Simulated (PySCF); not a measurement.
SMILES CB(C)CC[SiH2]N, singlet at its GFN2-xTB optimised geometry (Å):

```
21

Si    -2.7484    -0.1859     0.0000
N     -3.2394    -1.1299     1.3587
C     -0.8514    -0.1859     0.0000
C     -0.2619     0.4717    -1.2521
B      1.3132     0.5757    -1.3573
C      2.2473     0.1470    -0.1609
C      1.9578     1.1316    -2.6876
H     -3.2277     1.2111     0.0000
H     -3.3101    -0.8793    -1.1626
H     -2.7873    -0.9772     2.2456
H     -4.2237    -1.2819     1.5046
H     -0.4756     0.3337     0.8836
H     -0.4845    -1.2111     0.0694
H     -0.6699     1.4852    -1.3390
H     -0.6469    -0.0506    -2.1339
H      2.0509    -0.8808     0.1415
H      3.3101     0.2325    -0.3752
H      2.0411     0.7559     0.7193
H      2.5546     0.3536    -3.1638
H      2.6493     1.9478    -2.4821
H      1.2358     1.4829    -3.4212
```

Computed with B3LYP/def2-SVP (PySCF). Cells within 0.4 Å of a nucleus heavier than hydrogen are left out (blank, or x).

Map of the HOMO−1 amplitude (bohr^(-3/2)) on the plane z = 0.0 Å; orbital energy -7.40 eV, overall sign arbitrary:

```
|444444444444444444444444444|
|444444444444444444444444444|
|444444444444444444444444444|
|444444444444444444444444444|
|444444444444444444444444444|
|444444444444444444444444444|
|444444444444444444444444444|
|444444444444444444444444444|
|444444444444444444444444444|
|444433444444444444444444444|
|444333344444344444444444444|
|443333445554334443344444444|
|443333456764234443x55544444|
|443333xx799x023433xx5544444|
|443332xx789x013333445444444|
|443333356763123333444444444|
|444333445543123334444444444|
|444444444443333344444444444|
|444444444444333444444444444|
|444444444444444444444444444|
|444444444444444444444444444|
|444444444444444444444444444|
|444444444444444444444444444|
|444444444444444444444444444|
|444444444444444444444444444|
|444444444444444444444444444|
|444444444444444444444444444|
```
Scale: ten equal steps from -0.141 (start of '0') to 0.191 (end of '9'), in the order '0123456789'; x runs from -5.50 to 5.50, y from -5.50 (bottom) to 5.50 (top).
